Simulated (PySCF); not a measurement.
What does the PBE0-D3(BJ)/def2-SVP structure of `[TeH]C1CC1` look like in three dimensions?

```xyz
10
C3H6Te angstrom
Te     2.488    0.151    0.355
C      0.388   -0.093    0.694
C     -0.657    0.696   -0.027
C     -0.520   -0.783   -0.273
H      2.279    0.238   -1.296
H      0.224   -0.289    1.758
H     -1.515    1.058    0.548
H     -0.335    1.378   -0.820
H     -0.109   -1.106   -1.234
H     -1.282   -1.456    0.132
```

Orientation and origin are arbitrary. Atoms count from 1 in this order. The 3-membered ring C2–C3–C4 has internal angles of 59.8° to 60.4°.

Bonds between heavy atoms (Å): Te1–C2 2.141, C2–C3 1.495, C3–C4 1.505, C2–C4 1.495.

Theory: PBE0-D3(BJ)/def2-SVP geometry optimisation, gas phase, def2 core potentials past Kr in PySCF 2.14.0.

Point group: near Cs, missed by 0.28 Å at most; the miss may be what the optimiser left on a soft mode. No PBE0-D3(BJ)/def2-SVP frequencies stand behind this structure, so it isn't proved a minimum. One conformer, not necessarily the lowest (H–Te1–C2–C3 -43°).

Hardware: AMD EPYC 9R14, one thread (shared host). Cost: 18 s wall, 0.42 GiB resident at most. These figures are those of the optimisation.
